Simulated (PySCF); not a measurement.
r2SCAN on Cd(30+) (cadmium, charge +30)

Configuration: [Ar], closed-shell 1S. Computed with PySCF 2.14 in an uncontracted even-tempered set (18 s from 4.4 bohr⁻², ratio 2.5; 12 p from 5.7 bohr⁻², ratio 2.5; 5 d from 27 bohr⁻², ratio 2.7; 4 f from 41 bohr⁻², ratio 2.7), with scalar relativity by spin-free X2C-1e.

```
Total energy                : -4952.02 hartree
One-electron energy         : -5723.49 hartree
Hartree (Coulomb) energy    : 877.58 hartree
Exchange-correlation energy : -106.11 hartree
⟨S²⟩                        : 0.0000
⟨L²⟩                        : 0.000
Sum of ⟨r⟩                  : 3.555 bohr
Sum of ⟨r²⟩                 : 1.077 bohr²
```

| shell | electrons | mean orbital energy (eV) | rms radius, mean of both spins (bohr) |
| --- | --- | --- | --- |
| 1s | 2 | -28023.2 | 0.0349 |
| 2s | 2 | -5416.5 | 0.141 |
| 2p | 6 | -5021.0 | 0.125 |
| 3s | 2 | -1968.0 | 0.347 |
| 3p | 6 | -1838.3 | 0.341 |

Densities and radii are taken from the X2C orbitals without a picture-change correction, which distorts them close to the nucleus.
